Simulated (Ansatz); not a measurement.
Computed with Ansatz on PBE0-D4/def2-TZVP structures; ΔE is electronic, products minus reactants. CCSD(T)/CBS is the MP2 limit (def2-TZVPP, def2-QZVPP) plus CCSD(T) − MP2 in def2-TZVPP, frozen cores. For Ge outer-core shells are correlated without core-valence functions, which leaves a few kJ/mol of doubt a bond. Scalar relativity is left out up to krypton.

Reaction (isomerisation): `[F][GeH]1[BH][NH]1` → `F[B]1[NH][GeH2]1`

```csv
species,CCSD/def2-TZVPP energy (Eh)
`[F][GeH]1[BH][NH]1`,-2256.60471
`F[B]1[NH][GeH2]1`,-2256.62472
```

Question: Work out ΔE.

Answer: ΔE = (-2256.62472) − (-2256.60471) = -0.02001 Eh = -12.6 kcal/mol. CCSD(T)/CBS gives -11.4 kcal/mol.

Question: What do rigid-rotor, harmonic-oscillator terms from PBE0-D4/def2-TZVP frequencies (298.15 K, 1 bar) make of the CCSD(T)/CBS value? (An estimate is asked.)

Answer: Ansatz gave: ΔZPE = -0.2 kcal/mol, ΔH = -11.8 kcal/mol, ΔS = -2 J/(mol·K), ΔG = -11.7 kcal/mol.

Largest T1 diagnostic among the species: 0.014.

From r2SCAN to r2SCAN0 (25 % exact exchange), in def2-TZVPP and without D4, ΔE moves by −0.9 kcal/mol. Leaving LDA and LC-ωPBE aside and taking each functional with its dispersion term where it has one, the values, not all of them listed here, spread over 2.4 kcal/mol, from B97M-V to BLYP-D4. LDA lies −3.0 kcal/mol from PBE without D4.
